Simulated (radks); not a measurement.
Q: These are the eigenvalues of the occupied orbitals of an atom or ion with whole-number occupations (hartree). Method: Dirac Kohn-Sham, LDA (Slater exchange, Perdew-Wang correlation), spin-unpolarised, spherical densities, finite nucleus; Fermi nuclear charge, rms radius of each element as measured or else 0.836 A^(1/3) + 0.57 fm; computed with a radial shooting solver on a logarithmic mesh with Libxc functionals.

1s1/2: -1262.617
2s1/2: -198.0472
2p1/2: -186.2878
2p3/2: -174.3720
3s1/2: -41.85155
3p1/2: -36.95517
3p3/2: -34.68787
3d3/2: -26.04502
3d5/2: -25.56441
4s1/2: -8.82881
4p1/2: -7.08129
4p3/2: -6.61526
4d3/2: -3.76800
4d5/2: -3.69059
5s1/2: -1.96092
5p1/2: -1.49419
5p3/2: -1.42394
4f5/2: -0.72780

Which element is it, and in what charge state? The configuration may be excited. Open shells, if any, fill j = l - 1/2 first.

A: Z = 54, xenon, charge +3: Xe3+ in [Kr] 4d8 5s2 5p3 4f2. The list shows which subshells hold electrons but not how many an open one holds; the 1s level, -1262.6 hartree, gives Z - s = 50.3 by -(Z - s)^2/2, which with screening and relativity narrows Z to a few neighbours, and the depths of the outer levels then fix element, charge and occupations together.
